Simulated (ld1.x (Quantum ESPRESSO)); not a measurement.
Before and after: ultrasoft potential for carbon (C)

ld1.x (Quantum ESPRESSO) 7.5 input, shortened:

```
&input
   title='C', zed=6., rel=1, dft='PZ', iswitch=3,
   config='[He] 2s1.75 2p2.25'
 /
 &inputp
   pseudotype=3, tm=.true., lloc=-1, rcloc=1.30,
   nlcc=.false.
 /
4
2S  1  0   1.75   0.00  0.75  1.05  0.0
2S  1  0   0.00   0.50  0.75  1.05  0.0
2P  2  1   2.25   0.00  1.15  1.50  0.0
2P  2  1   0.00   1.55  1.15  1.50  0.0
 &test
   configts(1)='2s1.75 2p2.25'
 /
```

Change: non-relativistic.

Cutoffs: the cutoffs (Ry, on a coarse ladder) from which the occupation-weighted sum of valence levels, in a spherical-Bessel basis at the reference potential, stays within 10 and 1 mRy of its value at 400 Ry; they do not see the model core or the augmentation charge, which bear on the density cutoff. Errors are all-electron minus pseudo energies relative to the spin-unpolarised reference configuration.

Question: What does the change do?

Answer: The potential gets neither clearly harder nor softer (30 Ry and 35 Ry → 30 Ry and 35 Ry); the errors of the 9 common tests hardly move; neither file shows a bound ghost.

```tsv
quantity	base	changed
cutoff, loose	30 Ry	30 Ry
cutoff, tight	35 Ry	35 Ry
bound ghosts	none	none
error for 2s2 2p2, meV [ΔE -2.06 eV]	+1.0	+1.0
error for 2s2 2p1, meV [ΔE 8.93 → 8.94 eV]	+14	+14
error for 2s2 2p0, meV [ΔE 33.19 → 33.20 eV]	+118	+119
error for 2s1 2p2, meV [ΔE 17.42 → 17.42 eV]	+5.4	+5.7
error for 2s1 2p0, meV [ΔE 81.16 → 81.15 eV]	+313	+314
error for 2s0 2p4, meV [ΔE 14.46 → 14.43 eV]	+50	+50
error for 2s2 2p2.3, meV [ΔE -3.26 eV]	+0.6	+0.5
error for 2s1.75 2p2.25 (spin-polarised), meV [ΔE -1.83 eV]	+195	+195
error for 2s2 2p2 (spin-polarised), meV [ΔE -3.19 eV]	+129	+129
s: phases at 1.65 bohr within 0.05 rad from the reference energy up to (Ry; the scan ends near 5)	to the end of the scan	to the end of the scan
p: phases at 1.65 bohr within 0.05 rad from the reference energy up to (Ry; the scan ends near 5)	to the end of the scan	to the end of the scan
lowest overlap eigenvalue by channel	s 0.45, p 0.93	s 0.45, p 0.93
```
